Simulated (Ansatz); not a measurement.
Input for Ansatz (a first-principles code): U-CCSD(T)/def2-SVPD on BeHI (SMILES [BeH][I]), a point of a bond scan (R = 1.455 Å). Elements past Kr take the def2 small-core potentials; no spin–orbit coupling. The run froze 10 orbitals, filled d shells among them.

Ansatz 0.2 input:
```yaml
crystal:
  periodic: [false, false, false]
  atoms:
    - {symbol: Be, position_ang: [-0.00000000, -0.00000000, -1.96186424]}
    - {symbol: H, position_ang: [0.00000000, 0.00000000, -3.41698049]}
    - {symbol: I, position_ang: [0.00000000, 0.00000000, 0.21004064]}
basis:
  gaussian:
    orbitals: def2-SVPD
correlation: {method: ccsd_t, electrons: outside_noble_gas}
scf: {omitted_lower_state_checks: [cluster_reference]}
magnetization: {spin_polarized: true, initial_magnetization: 0}
```

Output:

```
WARN ansatz: RAYON_NUM_THREADS=1 ignored (pool sized by the plan → 1); use --threads N
Functional definition: HF
these checks for a lower state are left out or cut short: cluster_reference
integrals: 0.05 GiB planned
675 factors; integrals over basis functions are off by at most 3.3e-4 eV
mean field: 0.16 GiB planned
mean field evaluation 1: about -8486.5027 eV, gradient 7.4e0 eV
mean field evaluation 2: about -8486.5778 eV, gradient 7.7e0 eV
mean field evaluation 4: about -8487.2936 eV, gradient 8.6e-1 eV
mean field evaluation 8: about -8487.3050 eV, gradient 2.4e-3 eV
mean field -8487.30498343 eV, -311.9027052391 hartree, gradient 2.6e-6 eV, S^2 0.000000; 0 other end points of the search recorded, 0 dependent functions left out
10 core orbitals not correlated
reference -8487.30498343 eV, -311.9027052391 hartree; 5, 5 occupied and 40, 40 virtual orbitals, 675 factors
second order -3.69830695 eV of doubles, -0.00000000 eV of singles
coupled cluster: 0.14 GiB planned
cycle   1  -4.07283120 eV  change   -3.7e-1 eV  update   5.3e-2
cycle   2  -4.20109493 eV  change   -1.3e-1 eV  update   1.8e-2
cycle   3  -4.21850177 eV  change   -1.7e-2 eV  update   6.4e-3
cycle   4  -4.21749497 eV  change    1.0e-3 eV  update   1.9e-3
cycle   5  -4.21703472 eV  change    4.6e-4 eV  update   5.9e-4
cycle   6  -4.21701278 eV  change    2.2e-5 eV  update   1.3e-4
cycle   7  -4.21701191 eV  change    8.7e-7 eV  update   3.8e-5
cycle   8  -4.21701377 eV  change   -1.9e-6 eV  update   1.1e-5
perturbative correction -0.09803265 eV, -0.0036026333 hartree
Total energy: -8491.62002985 eV, -312.0612802701 hartree
Checks for a lower state left out: cluster_reference
```

The calculation finished and met its thresholds.

Cost: about 2.5 core-seconds (a rough figure).
